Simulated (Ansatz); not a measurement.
Ansatz (an electronic-structure program) input (r2SCAN0/def2-TZVPD):

Ansatz 0.2 input:
```yaml
crystal:
  periodic: [false, false, false]
  atoms:
    - {symbol: Mg, position_ang: [0.00000000, 0.00000000, 0.00000000]}
    - {symbol: F, position_ang: [-0.00000000, -0.00000000, -1.83561566]}
    - {symbol: F, position_ang: [0.00000000, 0.00000000, 1.83561566]}
basis:
  gaussian:
    orbitals: def2-TZVPD
hamiltonian:
  xc: {name: r2SCAN0}
total_charge: 1
magnetization: {spin_polarized: true, initial_magnetization: 1}
output: {forces: true}
```

Output:

```
Functional definition: r2SCAN0
integrals: 0.04 GiB planned
702 factors; their error is unknown
mean field: 0.44 GiB planned
mean field evaluation 1: about -10858.3882 eV, gradient 5.8e1 eV
mean field evaluation 2: about -10851.1152 eV, gradient 7.6e1 eV
mean field evaluation 4: about -10867.4017 eV, gradient 1.3e0 eV
mean field evaluation 8: about -10867.4635 eV, gradient 8.8e-2 eV
mean field evaluation 16: about -10867.4635 eV, gradient 1.1e-4 eV
mean field evaluation 32: about -10867.5061 eV, gradient 1.3e-3 eV
mean field -10867.50610044 eV, -399.3734829311 hartree, gradient 1.0e-6 eV, S^2 0.762412; 4 other end points of the search recorded, 0 dependent functions left out
the calculation of the forces begins
reference -10867.50611998 eV, -399.3734836491 hartree; 15, 14 occupied and 100, 101 virtual orbitals, 702 factors
Total energy: -10867.50611998 eV, -399.3734836491 hartree
Atom 0 at     0.000000     0.000000     0.000000 Å, force    -0.000000    -0.000000    -0.000000 eV/Å
Atom 1 at    -0.000000    -0.000000    -1.835616 Å, force     0.000000     0.000000     0.208722 eV/Å
Atom 2 at     0.000000     0.000000     1.835616 Å, force    -0.000000     0.000000    -0.208722 eV/Å
Dipole moment:     0.000000    -0.000000    -0.000000 e Å
```
